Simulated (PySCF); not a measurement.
ZnI2: bending curve

Level of theory: PySCF, PBE0, basis Zn def2-SVP, I def2-SVP with ECP28 (scalar-relativistic core potentials, no spin–orbit coupling, density fitting).

Rigid scan from the singlet minimum (Zn–I 2.424 Å (×2); I–Zn–I 180.0°). Coordinate: the I–Zn–I angle, bonds fixed. Energies in kJ/mol from the minimum.

```
bond angle (°)  E (kJ/mol)  dipole size (D)
            80       280.4             4.98
            90       183.5             4.43
           100       128.3             3.95
           110        92.2             3.48
           120        65.3             3.01
           130        44.4             2.53
           140        28.3             2.03
           150        16.0             1.53
           160         7.1             1.03
           170         1.8             0.51
           180         0.0             0.00
```

Other isomers or separated fragments may lie lower.
